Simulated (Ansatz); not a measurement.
Species: GeI, charge 0, doublet. GeI (SMILES [Ge][I], doublet).
B3LYP-D3(BJ)/def2-TZVP minimum from Ansatz (a quantum-chemistry and plane-wave program):
```xyz
2

Ge     0.0000     0.0000    -1.5933
I      0.0000     0.0000     0.9620
```
Charge 0, spin multiplicity 2.

Total energies in def2-SVP, 11 correlated electrons, 23 frozen orbitals. Radicals and triplets start from unrestricted determinants; spin-orbit coupling is neglected. Cores are frozen in correlated methods (noble-gas shells, and filled d and f shells in the p block). Past Kr the def2 sets carry scalar-relativistic core potentials. Spin-orbit terms, left out, reach several kcal/mol for Br and I, and more for heavier atoms.

| method | program | energy (Eh) | minus CCSDTQ (mEh) |
|---|---|---|---|
| HF | Ansatz | -2371.77385 | 181.11 |
| MP2 | Ansatz | -2371.92529 | 29.67 |
| CCSD | Ansatz | -2371.94825 | 6.71 |
| CCSD(T) | Ansatz | -2371.95365 | 1.31 |
| CCSDT(Q) | Ansatz | -2371.95502 | -0.06 |
| CCSDTQ | Ansatz | -2371.95496 | 0.00 |

Rough core times of Ansatz's runs on a shared machine: CCSD(T) under 20 s, CCSDT(Q) 60 s, CCSDTQ 30 min.
